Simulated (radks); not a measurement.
Task: These are the eigenvalues of the occupied orbitals of an atom or ion with whole-number occupations (eV). Calculated with a radial shooting solver on a logarithmic mesh with Libxc functionals: Dirac Kohn-Sham, Slater X-alpha with alpha = 0.953, spin-unpolarised, spherical densities, finite nucleus; Fermi nuclear charge, rms radius of each element as measured or else 0.836 A^(1/3) + 0.57 fm.

1s1/2: -83312.91
2s1/2: -14826.54
2p1/2: -14252.91
2p3/2: -12287.64
3s1/2: -3549.602
3p1/2: -3286.274
3p3/2: -2849.418
3d3/2: -2407.100
3d5/2: -2312.973
4s1/2: -804.1621
4p1/2: -689.9035
4p3/2: -583.7883
4d3/2: -395.0571
4d5/2: -375.0973
5s1/2: -144.3118
4f5/2: -130.6533
4f7/2: -126.2499
5p1/2: -105.9949
5p3/2: -86.9547
5d3/2: -34.5077
5d5/2: -32.3859

Which element is it, and in what charge state? The configuration may be excited. Open shells, if any, fill j = l - 1/2 first.

Result: Z = 80, mercury, charge +2: Hg2+ in [Xe] 4f14 5d10. The list shows which subshells hold electrons but not how many an open one holds; the 1s level, -3061.7 hartree, gives Z - s = 78.3 by -(Z - s)^2/2, which with screening and relativity narrows Z to a few neighbours, and the depths of the outer levels then fix element, charge and occupations together.
